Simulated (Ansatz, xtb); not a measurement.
**C4H9Br: 4 structures ranked**

4 gas-phase structures of C4H9Br, found in a search over its isomers (lower ones may exist). Each was relaxed with GFN2-xTB; where two conformers were screened, the lower at r2SCAN-D4/def2-SVP is listed:

A. `CC(C)(C)Br`, a singlet
B. `CC[C@H](C)Br`, a singlet
C. `CCCCBr`, a singlet
D. `CC(C)CBr`, a singlet

Which do you expect lowest at r2SCAN-D4/def2-SVP, and how would the others follow?

Calculated order at r2SCAN-D4/def2-SVP: A (0.0), B (2.8), D (4.4), C (5.8) kcal/mol.

Energies above the lowest of each column, in kcal/mol; the last columns are at B3LYP/6-31G* geometries (a dash: not run or not comparable):

```csv
structure,GFN2-xTB,HF/STO-3G,r2SCAN-D4/def2-SVP,B3LYP/6-31G*,CCSD(T)/def2-SVP + ΔMP2/def2-TZVPP
A,0.0,0.4,0.0,0.0,0.0
B,2.6,0.0,2.8,1.4,2.8
D,2.9,0.1,4.4,3.1,–
C,4.5,0.0,5.8,3.2,–
```

CCSD(T)/def2-SVP + ΔMP2/def2-TZVPP puts A lowest of those it was run on; HF/STO-3G picks C. Flexible structures stand in one conformer each, not always the lowest. Frequencies (B3LYP/6-31G*) were run for A, B alone. ΔMP2 is the change of the MP2 energy from the smaller to the larger basis.

Over these structures GFN2-xTB departs from r2SCAN-D4/def2-SVP by 0.7 kcal/mol on average once a common shift is removed. A GFN2-xTB relaxation took about 0.077 s and the r2SCAN-D4/def2-SVP energy about 2.6 s on a shared host (Ansatz 0.2.0, xtb 6.7.1 (Pople sets with spherical d functions)).
